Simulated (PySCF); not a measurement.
carbon diselenide (CSe2), SMILES [Se]=C=[Se]. The structure is a stationary point at ωB97X-D3(BJ)/def2-TZVP.

Calculation: PySCF 2.14.0 with ωB97X-D3(BJ)/def2-TZVP.

Harmonic wavenumbers (cm⁻¹): 334, 334, 400, 1365. Rotational constants (GHz): 1.130 (linear); symmetry number 2.

Question: Work out the zero-point energy and the ideal-gas rigid-rotor harmonic-oscillator thermochemistry at 298.15 K and 1 atm.

Answer: ZPE = ½ Σ hcν = ½ × 2433 cm⁻¹ = 14.55 kJ/mol. H − E(el) = 26.05 kJ/mol. Entropy in J/(mol K): translation 172.79, rotation 74.16, vibration 14.48, total 261.43. G − E(el) = -51.89 kJ/mol. Cp = 49.20 J/(mol K).
